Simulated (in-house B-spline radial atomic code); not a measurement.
# TDHF excitations of N VI (N5+)

Method: TDHF. Computed with a B-spline radial code for spherical atoms: linear response of the closed shell 1s2 with bare exchange (time-dependent Hartree-Fock); non-relativistic, point nucleus, no spin-orbit coupling, no double excitations, S, P, D and F terms only.

Command:
```bash
python run_td.py task.json out
```
Settings (radii: box in bohr, nucleus in fm):
```
Z                        7
electrons                2
configuration            1s2
hamiltonian              nr
method                   hf
box_radius               16.35
intervals                47
```

Run time, properties included: 0.1 s on 1 thread of Arm Neoverse N1 (shared host).

The lowest states, in the order of their Tamm-Dancoff energies; the method's threshold (minus the highest occupied level) is 552.17 eV. Labels give the largest channel, * marks a mixed state, and oscillator strengths are full-response dipole values. Energies in eV:

```json
{"state": "1s → 2s 3S", "full response": "419.47", "Tamm-Dancoff": "419.54", "oscillator strength": "-"}
{"state": "1s → 2p 3P", "full response": "426.14", "Tamm-Dancoff": "426.17", "oscillator strength": "-"}
{"state": "1s → 2s 1S", "full response": "426.78", "Tamm-Dancoff": "426.84", "oscillator strength": "-"}
{"state": "1s → 2p 1P", "full response": "431.10", "Tamm-Dancoff": "431.12", "oscillator strength": "0.672"}
{"state": "1s → 3s 3S", "full response": "494.95", "Tamm-Dancoff": "494.97", "oscillator strength": "-"}
{"state": "1s → 3p 3P", "full response": "496.74", "Tamm-Dancoff": "496.75", "oscillator strength": "-"}
{"state": "1s → 3s 1S", "full response": "496.84", "Tamm-Dancoff": "496.85", "oscillator strength": "-"}
{"state": "1s → 3d 3D", "full response": "497.71", "Tamm-Dancoff": "497.71", "oscillator strength": "-"}
{"state": "1s → 3d 1D", "full response": "497.76", "Tamm-Dancoff": "497.76", "oscillator strength": "-"}
{"state": "1s → 3p 1P", "full response": "498.09", "Tamm-Dancoff": "498.10", "oscillator strength": "0.144"}
{"state": "1s → 4s 3S", "full response": "520.41", "Tamm-Dancoff": "520.42", "oscillator strength": "-"}
{"state": "1s → 4p 3P", "full response": "?", "Tamm-Dancoff": "?", "oscillator strength": "-"}
{"state": "1s → 4s 1S", "full response": "521.17", "Tamm-Dancoff": "521.17", "oscillator strength": "-"}
{"state": "1s → 4d 3D", "full response": "?", "Tamm-Dancoff": "?", "oscillator strength": "-"}
{"state": "1s → 4f 3F", "full response": "521.56", "Tamm-Dancoff": "521.56", "oscillator strength": "-"}
{"state": "1s → 4f 1F", "full response": "521.56", "Tamm-Dancoff": "521.56", "oscillator strength": "-"}
{"state": "1s → 4d 1D", "full response": "521.57", "Tamm-Dancoff": "521.57", "oscillator strength": "-"}
{"state": "1s → 4p 1P", "full response": "521.69", "Tamm-Dancoff": "521.69", "oscillator strength": "0.0547"}
{"state": "1s → 5s 3S", "full response": "532.00", "Tamm-Dancoff": "532.00", "oscillator strength": "-"}
```

**Question.** Where does 1s → 4p 3P lie?

**Answer.** At 521.14 eV in full response, 521.14 eV in Tamm-Dancoff.

**Question.** Where does 1s → 4d 3D lie?

**Answer.** At 521.53 eV in full response, 521.53 eV in Tamm-Dancoff.

**Question.** How large is the singlet-triplet splitting of 1s → 2s (S terms) in Tamm-Dancoff?

**Answer.** 7.3 eV, from the unrounded values.

**Question.** What polarisabilities and dispersion coefficient does the method give?

**Answer.** Dipole 0.004645 bohr³, quadrupole 0.0003815 bohr⁵, C6 0.0003009 hartree·bohr⁶ for two such species.
